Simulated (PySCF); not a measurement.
These 2 structures share the formula C5H4F2O. The calculation used PBE0-D3(BJ)/def2-SVP geometry optimisation, gas phase (PySCF 2.14.0). One conformer each; no zero-point energy, no entropy. No frequencies were run at this level. Point groups hold within 0.08 Å.

Problem. Rank from lowest to highest electronic energy at this level (kJ/mol).
A. `FC1=COC(F)=CC1`
B. `[F:1][CH:2]([F:3])[c:4]1[cH:5][cH:6][cH:7][o:8]1` with F1–C2–C4–C5 70°

Solution. B (0.0), A (64.7).

As drawn, the lower has an aromatic ring and two fluorines on one carbon, which the higher lacks; the higher has a C=C bond outside aromatic rings, which the lower lacks.

| SMILES | E (Eh) | E rel (kJ/mol) | dipole (D) | point group | A, B, C (MHz) |
| --- | --- | --- | --- | --- | --- |
| FC(F)c1ccco1 | -466.98494 | 0.0 | 2.21 | near Cs | 4874, 1381, 1301 |
| FC1=COC(F)=CC1 | -466.96029 | 64.7 | 1.04 | Cs | 5285, 1462, 1153 |

Problem. As an exercise, what shares would exp(−E/RT) give at 2000 K from these electronic energies alone (no entropy, no degeneracies)?

Solution. RT = 16.629 kJ/mol: FC(F)c1ccco1 98.0 %, FC1=COC(F)=CC1 2.0 %.
